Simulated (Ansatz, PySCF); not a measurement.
Reaction (SMILES): C=CC=C -> [CH]=CC=C + H atom (the C-H bond at the site shown breaks; other sites are not compared here)
Geometries: B3LYP-D3(BJ)/def2-TZVP minima from Ansatz (a quantum-chemistry and plane-wave program), one conformer each, not searched for the lowest. Unstable Hartree-Fock reference: C=CC=C. Markedly spin-contaminated UHF reference, which strains HF, MP2 and, less, CCSD(T): [CH]=CC=C. High T1 diagnostic, so coupled cluster is less sure: [CH]=CC=C.

Quantity: bond dissociation energy (0 K, with B3LYP-D3(BJ) harmonic zero-point energies from PySCF), in kcal/mol. Valence correlation only, unless marked. UHF or UKS for open shells. No spin-orbit coupling. No relativistic terms. Basis-set limits of correlation are two-point, X^-3; Hartree-Fock from the larger set.

| level | program | bond dissociation energy (kcal/mol) |
|---|---|---|
| HF/6-31G* | Ansatz | 78.4 |
| BLYP-D3(BJ)/def2-TZVPD | Ansatz + dftd3 | 107.6 |
| BLYP-D4/def2-TZVPD | Ansatz + dftd4 | 107.7 |
| r2SCAN/def2-TZVPD | Ansatz | 105.3 |
| B3LYP-D4/def2-TZVPD | Ansatz + dftd4 | 109.3 |
| PBE0/6-31G* | Ansatz | 107.8 |
| PBE0-D4/def2-TZVPD | Ansatz + dftd4 | 107.2 |
| BHLYP-D3(BJ)/def2-TZVPD | Ansatz + dftd3 | 108.4 |
| B2GP-PLYP-D4/def2-TZVPD | Ansatz + dftd4 | 110.3 |
| B2PLYP-D4/def2-TZVPD | Ansatz + dftd4 | 109.5 |
| PBE-QIDH/def2-TZVPD | Ansatz | 109.6 |
| MP2/6-31G* | Ansatz | 116.0 |
| RI-MP2/CBS(cc-pVTZ,cc-pVQZ) | Ansatz | 126.1 |
| CCSD/cc-pVTZ | Ansatz | 110.0 |
